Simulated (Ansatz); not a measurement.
Reaction (ligand exchange at the Sn–C bond): `FBN[CH2][SnH3]` + `[AlH2][SH]` → `[AlH2][S][SnH3]` + `CNBF`

Program: Ansatz. Geometries: PBE0-D4/def2-TZVP. ΔE: electronic, gas phase. CCSD(T)/CBS is the MP2 limit (def2-TZVPP, def2-QZVPP) plus CCSD(T) − MP2 in def2-TZVPP, frozen cores. This one scheme is used for every species. Functionals use def2-TZVPP. B3LYP here is the variant with VWN-RPA as its local correlation; programs differ in this. def2 core potentials past Kr. For Sn outer-core shells are correlated without core-valence functions, which leaves a few kJ/mol of doubt a bond. One conformer a species, not always the lowest.

`FBN[CH2][SnH3]`:

Z-matrix (Å, degrees):
```
C
Sn 1 2.170
N 1 1.446 2 112.5
H 1 1.093 2 108.9 3 123.6
H 1 1.090 2 107.9 3 -120.1
H 2 1.712 1 107.7 3 -53.2
H 2 1.706 1 109.2 3 65.1
H 2 1.709 1 111.2 3 -173.1
B 3 1.391 1 126.6 2 -110.4
H 3 1.007 1 115.4 2 67.7
F 9 1.340 3 119.4 1 -0.8
H 9 1.196 3 121.3 1 179.1
```

`[AlH2][SH]`:

Cartesian coordinates in Å:
```
Al -0.004 -0.635 0.146
S -0.716 1.203 -0.789
H -0.841 -1.942 -0.140
H 1.291 -0.578 1.050
H 0.270 1.953 -0.268
```

`[AlH2][S][SnH3]`:

Z-matrix (Å, degrees):
```
Sn
S 1 2.412
H 1 1.703 2 105.1
H 1 1.704 2 109.1 3 -119.4
H 1 1.704 2 109.1 3 119.4
Al 2 2.170 1 98.8 3 -179.7
H 6 1.579 2 118.1 1 180.0
H 6 1.586 2 118.5 1 -0.0
```

`CNBF`:

```xyz
9

C     0.022   -1.151   -0.085
N     0.324    0.238   -0.331
B    -0.240    1.324    0.325
F     0.142    2.563   -0.015
H     0.908   -1.706    0.239
H    -0.726   -1.219    0.705
H    -0.381   -1.641   -0.975
H     1.010    0.409   -1.050
H    -1.059    1.183    1.187
```

(1) Is it downhill or uphill in electronic energy at CCSD(T)/CBS, and by how much? (An estimate is asked.)

(2) What do these levels give: revPBE-D4, BHLYP-D4, B3LYP, r2SCANh, r2SCAN0, HF/def2-TZVPP? (Estimate.)

Largest T1 diagnostic among the species: 0.013.

Results:

(1) The calculation gave: Downhill: ΔE = -97.8 kJ/mol.

(2) Ansatz gave: revPBE-D4 -91.1, BHLYP-D4 -104.4, B3LYP -96.0, r2SCANh -100.3, r2SCAN0 -102.3, HF/def2-TZVPP -111.4 kJ/mol.

In def2-TZVPP, CCSD(T) changes the Hartree–Fock value by +19.0 kJ/mol (the triples alone add +0.9 kJ/mol) and MP2 by +15.6 kJ/mol. From BLYP to BHLYP (50 % exact exchange), in def2-TZVPP and without D4, ΔE moves by −10.6 kJ/mol. Leaving LDA and LC-ωPBE aside and taking each functional with its dispersion term where it has one, the values, not all of them listed here, spread over 13.9 kJ/mol, from BHLYP-D4 to BLYP-D4. LDA lies +5.6 kJ/mol from PBE without D4.
